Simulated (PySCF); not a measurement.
**Potential energy of CuH⁺ along the bond**

Set-up: basis Cu def2-TZVPPD, H def2-TZVPPD; no relativity; PySCF 2.14. Energies in eV from Cu⁺ (3d10) + H in their ground configurations at the same level. State: ²Σ⁺ (doublet), unpaired electrons σ ↑.

All columns are PBE. A positive dipole points towards H; it is taken about the centre of mass and depends on that origin.

```tsv
R (Å)	E (eV)	μ (D)	Mulliken charge on Cu (basis-dependent)	HOMO (eV)	LUMO (eV)	Mayer bond order	⟨S²⟩
1.285	-1.016	-0.82	0.48	-15.04	-13.85	0.67	0.75
1.345	-1.215	-0.76	0.44	-15.02	-13.82	0.62	0.75
1.404	-1.330	-0.68	0.43	-14.99	-13.78	0.61	0.75
1.449	-1.374	-0.61	0.43	-14.96	-13.74	0.61	0.75
1.494	-1.390	-0.54	0.45	-14.92	-13.69	0.63	0.75
1.539	-1.384	-0.47	0.47	-14.88	-13.63	0.64	0.75
1.599	-1.350	-0.36	0.50	-14.81	-13.54	0.67	0.76
1.673	-1.278	-0.21	0.55	-14.71	-13.41	0.69	0.76
1.763	-1.167	-0.02	0.60	-14.56	-13.23	0.69	0.76
1.882	-1.004	0.25	0.67	-14.30	-12.94	0.66	0.76
```

A fit through these points gives, at Re = 1.503 Å, μ = -0.53 D and dμ/dR = 1.67 D/Å; the reduced mass is 0.9919 u.

Task: How strong is the fundamental in the double-harmonic approximation, I = 42.26·(dμ/dR)²/μred km/mol?

Result: I = 42.26·(1.67)²/0.9919 = 119 km/mol at PBE.

For an ion De counts to the pair picked by the measured ionisation energies or electron affinities, which need not be the lowest pair at this level. With d or f electrons several states lie close, and the lowest PBE0 determinant need not be the measured ground state.
